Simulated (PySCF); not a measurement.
A side-by-side comparison of computed properties.

First species: C7H11NO.
Geometry (GFN2-xTB, Å), atoms numbered from 1 in this order:
```
atom  x, y, z in Å
C1     0.3808   -1.3399    1.9378
C2     0.0475   -0.5715    0.8962
C3    -1.3529   -0.2752    0.6064
C4    -1.8619    0.2780   -0.4917
C5    -3.3157    0.5402   -0.6923
N6     0.9910    0.0043    0.0328
C7     2.3424   -0.1734    0.0033
C8     3.0031    0.6739   -1.0695
O9     2.9606   -0.9122    0.7333
H10    1.4018   -1.5789    2.1640
H11   -0.3836   -1.7578    2.5680
H12   -2.0310   -0.5714    1.3956
H13   -1.2376    0.5654   -1.3297
H14   -3.6784    0.0064   -1.5706
H15   -3.8934    0.2270    0.1733
H16   -3.4858    1.6036   -0.8627
H17    0.6073    0.6535   -0.6375
H18    2.6071    0.4198   -2.0507
H19    2.8207    1.7296   -0.8781
H20    4.0729    0.4893   -1.0581
```

Second species: C₅H₁₀OSSi₂.
Numbering: `[CH3:1][Si@@H:2]([O:3][SiH3:4])[c:5]1[cH:6][cH:7][cH:8][s:9]1` (hydrogens: H10, H11, H12 on C1; H13 on Si2; H14, H15, H16 on Si4; H17 on C6; H18 on C7; H19 on C8)

Levels: PBE0/pcSseg-1 for dipole moment, HOMO energy, LUMO energy and HOMO–LUMO gap; GFN2-xTB for rotational constant A and rotational constant C. Geometries: GFN2-xTB. All species are isolated and taken at one optimised geometry, non-relativistic unless stated; the electronic structure was computed with PySCF and density fitting.

Dipoles, sizes and rotational constants follow the conformer. The torsions of the flexible species, by atom-mapped SMILES:
- `[CH2:1]=[C:2](/[CH:3]=[CH:4]/[CH3:5])[NH:6][C:7]([CH3:8])=[O:9]`: C1–C2–C3–C4 -168°, C1–C2–N6–C7 6°, C2–N6–C7–C8 -178°
- `[CH3:1][Si@@H:2]([O:3][SiH3:4])[c:5]1[cH:6][cH:7][cH:8][s:9]1`: C1–Si2–C5–C6 -116°

| property | column X | column Y |
| --- | --- | --- |
| dipole moment | 0.89 D | 4.26 D |
| HOMO energy | -6.95 eV | -6.34 eV |
| LUMO energy | -0.69 eV | -0.74 eV |
| HOMO–LUMO gap | 6.26 eV | 5.60 eV |
| rotational constant A | 1.700 GHz | 3.091 GHz |
| rotational constant C | 0.479 GHz | 0.673 GHz |

(1) Which column belongs to which species?

(2) How does each property change from the first species to the second?

Answers

(1) Column X is the second species and column Y the first. The first has 20 atoms and 68 electrons, the second 19 and 92.

(2) dipole moment -3.37 D; HOMO energy -0.61 eV; LUMO energy +0.05 eV; HOMO–LUMO gap +0.66 eV; rotational constant A -1.391 GHz; rotational constant C -0.194 GHz.

On the first: In atomic units the dipole is 1.68 e·bohr (1 au = 2.5417 D).

On the second: In atomic units the dipole is 0.35 e·bohr (1 au = 2.5417 D).
